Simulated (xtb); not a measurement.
xtb input (GFN2-xTB):

```bash
xtb mol.xyz --gfn 2 --ohess tight --chrg 0 --uhf 0
```
mol.xyz:
```
10

C      1.78987216    -0.44815308    -1.52430045
Ga    -0.02633263    -0.08534030    -0.76090164
C     -1.79221829     0.18184734    -1.63353577
Br     0.03179630     0.17629854     1.56064287
H      1.77008038    -0.55248259    -2.65025729
H      2.50686239     0.33907699    -1.27747629
H      2.13034794    -1.35413944    -1.12939469
H     -1.73307370     0.06199033    -2.66615562
H     -2.43717337    -0.60832537    -1.18385767
H     -2.18599009     1.16871016    -1.36522289
```

End of the output:

```
   ------------------------------------------------------------------------
    298.15    0.926510E-02    0.777226E-01    0.434761E-01    0.342465E-01
   ------------------------------------------------------------------------

         :::::::::::::::::::::::::::::::::::::::::::::::::::::
         ::                  THERMODYNAMIC                  ::
         :::::::::::::::::::::::::::::::::::::::::::::::::::::
         :: total free energy         -12.626279751670 Eh   ::
         ::.................................................::
         :: total energy              -12.660526246902 Eh   ::
         :: zero point energy           0.068457472324 Eh   ::
         :: G(RRHO) w/o ZPVE           -0.034210977093 Eh   ::
         :: G(RRHO) contrib.            0.034246495232 Eh   ::
         :::::::::::::::::::::::::::::::::::::::::::::::::::::

optimized geometry written to: xtbopt.xyz

           -------------------------------------------------
          | TOTAL ENERGY              -12.660526246902 Eh   |
          | TOTAL ENTHALPY            -12.582803678253 Eh   |
          | TOTAL FREE ENERGY         -12.626279751670 Eh   |
          | GRADIENT NORM               0.000069015777 Eh/α |
          | HOMO-LUMO GAP               4.228830877296 eV   |
           -------------------------------------------------

------------------------------------------------------------------------
------------------------------------------------------------------------
 total:
 SCF:
 ANC optimizer:
 analytical hessian:
```
